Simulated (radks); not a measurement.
Task: The mean radii <r> (bohr) of the occupied orbitals of an atom or ion are listed with their occupations. All-electron calculation, non-relativistic Kohn-Sham, r2SCAN, spin-polarised, spherical densities, point nucleus; meta-GGA in the generalised Kohn-Sham scheme. Program: a radial shooting solver on a logarithmic mesh with Libxc functionals.

| orbital | occ. | <r> |
|---|---|---|
| 1s up | 1 | 0.3265 |
| 1s down | 1 | 0.3272 |
| 2s up | 1 | 1.628 |

Name the element and its charge. Open shells, if any, are filled with parallel spins first.

Result: Z = 5, boron, charge +2: B2+ in [He] 2s1. The 1s radius gives Z: for a bare nucleus <r> = 1.5/Z, 0.3 bohr for Z = 5, and screening makes it slightly larger (0.3265 here). The occupations add up to 3, and the charge is Z minus that.
